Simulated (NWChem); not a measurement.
Molecule: C$_{2}$H$_{5}$FSi; SMILES C(=C/F)/[SiH3]

Results from NWChem. Pople sets run with spherical d functions. Coordinates come from a PBE0/def2-SVP optimisation. Level: PBE0/6-31G* with SMD (1 M gas to 1 M solution), gas-phase geometry. Reactions with the solvent are ignored.

| solvent | dielectric constant | solvation free energy (kcal/mol) | cavity-dispersion-structure term (kcal/mol) | dipole in solution (D) |
|---|---|---|---|---|
| water | 78.4 | 1.9 | 4.4 | 2.07 |
| tetrahydrofuran | 7.43 | -1.2 | 0.9 | 1.99 |
| ethylene glycol | 40.2 | 0.7 | 3.1 | 2.06 |
| cyclohexanone | 15.6 | -0.9 | 1.4 | 2.04 |
| dichloromethane | 8.93 | -1.9 | 0.3 | 2.01 |
| ethyl acetate | 5.99 | -1.3 | 0.7 | 1.97 |
